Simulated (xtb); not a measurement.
Sn(Br)(SH) (BrHSSn), SMILES [Br][Sn][SH] (connectivity only; charge and spin as stated), neutral, multiplicity 1. All values are semi-empirical tight-binding results from xtb (GFN2-xTB unless named), good for trends rather than for accurate numbers. Geometry: GFN2-xTB. Other conformers were not sampled.

Optimised geometry:

```xyz
4

Sn     0.3464    -0.7908     0.2162
Br     0.5184     1.6734    -0.2851
S     -2.0821    -1.0421    -0.0616
H     -2.1527    -2.3512     0.1544
```

For metal compounds this method's bond lengths and energies can be far off.

```yaml
point_group_as_xtb_finds_it: Cs
orbital_gap: 3.26 eV
zero_point_energy: 5.4 kcal/mol
G − E(el) at 298.15 K (modified RRHO): -14.6 kcal/mol
```

Computed atomic charges and the Wiberg bond orders between heavy atoms:
charges (e) Sn1 0.43, Br2 -0.22, S3 -0.39, H4 0.17. Bond orders Sn1–Br2 1.30, Sn1–S3 1.21.
